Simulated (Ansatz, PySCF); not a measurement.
Gas-phase reaction in SMILES: CCC([SeH])[SeH] + 4 [H][H] (H2) -> 3 C (CH4) + 2 [SeH2] (H2Se)
Geometries: B3LYP-D3(BJ)/def2-TZVP minima from Ansatz (a quantum-chemistry and plane-wave program), one conformer each, not searched for the lowest.

Property: energy of full hydrogenation (0 K, with B3LYP-D3(BJ) harmonic zero-point energies from PySCF), in kcal/mol. Valence correlation only, unless marked. No spin-orbit coupling. Frozen are the shells of the preceding noble gas and the d and f shells that filled before the atom's block. Non-relativistic. CBS marks a two-point X^-3 extrapolation of the correlation energy; Hartree-Fock from the larger set.

| level | program | energy of full hydrogenation (kcal/mol) |
|---|---|---|
| RI-HF/aug-cc-pVQZ | Ansatz | -74.7 |

Problem. What does CCSD(T)/CBS(cc-pVTZ,cc-pVQZ) (Ansatz) give?

Solution. -51.7 kcal/mol
